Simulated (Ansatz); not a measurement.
Ideal-gas functions of CH2AlFTe, SMILES `F[CH]1[AlH][Te]1` at 500 K and 1 bar, from an Ansatz frequency run at PBE0-D4/def2-TZVP.

Molar mass 187.61 g/mol, point group C1 (symmetry number 1), electronic degeneracy 1, moments of inertia 106.616, 228.036, 319.522 u Å². Harmonic wavenumbers (cm⁻¹, unscaled): 194, 248, 369, 412, 444, 492, 652, 893, 1079, 1312, 1979, 3142.

Use S(trans) = R[1.5 ln M + 2.5 ln T − 1.1517]; rotational temperatures θ = 24.2544 K / I; S(rot) = R[ln(√π/σ · √(T³/θAθBθC)) + 1.5]; for each mode x = 1.438777 ν̃/T, S = R[x/(eˣ − 1) − ln(1 − e⁻ˣ)] and H = RT x/(eˣ − 1); 1 cm⁻¹ = 0.0119627 kJ/mol; R = 8.31446 J/(mol·K).

Task: By hand: the entropy, in J/(mol·K).

Result: Translation 184.9. Rotation: θ = 0.2275, 0.1064, 0.0759 K, giving 120.9. Vibration, mode by mode: 13.27, 11.29, 8.20, 7.37, 6.82, 6.09, 4.20, 2.43, 1.59, 0.93, 0.19, 0.01, in all 62.4. Electronic 0.0. Sum 368.2 J/(mol·K).

Task: By hand: H − E and G − E in kJ/mol, counted from the electronic energy.

Result: Zero-point energy ½ × 11216 × 0.0119627 = 67.1; thermal vibration 17.7; translation, rotation and pV give 4 RT = 16.6. H − E = 101.4 kJ/mol, and G − E = 101.4 − 500 × 368.2/1000 = -82.7 kJ/mol.

Vibration gives 17 % of the entropy. The sum counts one conformer and one mirror image; others add a mixing term.
